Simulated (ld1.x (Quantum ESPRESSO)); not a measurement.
## LDA (PZ) PAW dataset for Mo (Z = 42), non-relativistic all-electron reference.

- Element: Mo
- Generator: ld1.x (Quantum ESPRESSO) 7.5
- Type: PAW
- Functional: LDA (PZ)
- Relativity: non-relativistic
- Frozen core: [Ar] 3d10
- Valence charge: 14
- Reference configuration: 4s2 4p6 4d5 5s0 5p0 (charge +1)
- Partial waves: 4s (bound): rcut 1.45, rcutus 1.55 bohr; 5s (bound, empty): rcut 1.45, rcutus 1.55 bohr; 4p (bound): rcut 1.80, rcutus 1.95 bohr; 5p (bound, empty): rcut 1.80, rcutus 1.95 bohr; 4d (bound): rcut 1.80, rcutus 2.50 bohr; 4d channel at 0.05 Ry: rcut 1.80, rcutus 2.50 bohr
- Local potential: all-electron potential smoothed inside 2.40 bohr (lloc = -1)
- Core correction: Bessel-smoothed model core inside 0.95 bohr
- Augmentation charge: GAUSS, radius 1.05 bohr

All-electron outer shells of the reference configuration (LDA (PZ), non-relativistic, ld1.x):

```tsv
shell	level (eV)	outermost node (bohr)	outermost maximum (bohr)
3d	-231.38	–	0.32
4s	-67.55	0.53	1.01
4p	-44.59	0.53	1.08
4d	-10.81	0.53	1.37
5s	-9.67	1.37	2.86
5p	-5.93	1.54	3.49
```

Calculated quality:

- Cutoffs needed: 25 Ry and 40 Ry (the cutoffs (Ry, on a coarse ladder) from which the occupation-weighted sum of valence levels, in a spherical-Bessel basis at the reference potential, stays within 10 and 1 mRy of its value at 400 Ry)
- Ghost test: no extra level below or beside the all-electron valence levels (s, p, d, f tested) (spherical-Bessel basis up to 400 Ry, 20 bohr box)
- Configuration tests: test run stopped at test 3 of 9 (negative rho)
- Lowest eigenvalue of the overlap operator: 0.12 (p channel)

Generation and tests took about 1.1 s on one core of a shared server CPU.
